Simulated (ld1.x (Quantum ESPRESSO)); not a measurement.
**Transferability test, RRKJ potential for Zn**

ld1.x (Quantum ESPRESSO) 7.5 input, shortened:

```
&input
   title='Zn', zed=30., rel=1, dft='PBE', iswitch=3,
   config='[Ar] 3d10 4s1 4p0'
 /
 &inputp
   pseudotype=2, tm=.false., rho0=0.02, lloc=0,
   nlcc=.false.
 /
3
3P  2  1   6.00   0.00  0.65  0.65  0.0
3D  3  2  10.00   0.00  0.65  0.65  0.0
4S  1  0   1.00   0.00  1.60  1.60  0.0
 &test
   configts(1)='3p6 3d10 4s1 4p0'
 /
```

Energies are relative to the spin-unpolarised reference configuration 3p6 3d10 4s1 4p0; without spin polarisation the order of configurations can differ from experiment.

```csv
valence configuration,charge,ΔE all-electron (eV),error AE − PS (meV)
3p6 3d10 4s0 4p0,+2,18.443,-12
3p6 3d9 4s0 4p0,+3,58.977,-309
3p6 3d9 4s2 4p1,0,2.356,-1363
3p6 3d10 4s1 4p1,0,-4.802,-638
3p6 3d10 4s0 4p2,0,0.670,-1635
```

Task: What are ΔE and the potential's error for 3p6 3d10 4s2 4p0?

Result: ΔE = -9.888 eV all-electron; the error (AE − PS) is -3.7 meV.

Task: What are ΔE and the potential's error for 3p5 3d10 4s2 4p0?

Result: ΔE = 82.144 eV all-electron; the error (AE − PS) is -535 meV.

These tests converged, but a pseudo level misses the all-electron one widely, so the file describes the atom poorly there or has found another state: 3p6 3d9 4s0 4p0: empty 4p by 3.2 eV (a node warning on the way). ld1.x printed “convergence not achieved” for 3 of the counted tests; their residual had stalled under 1e-8, short of the target of 1e-14.
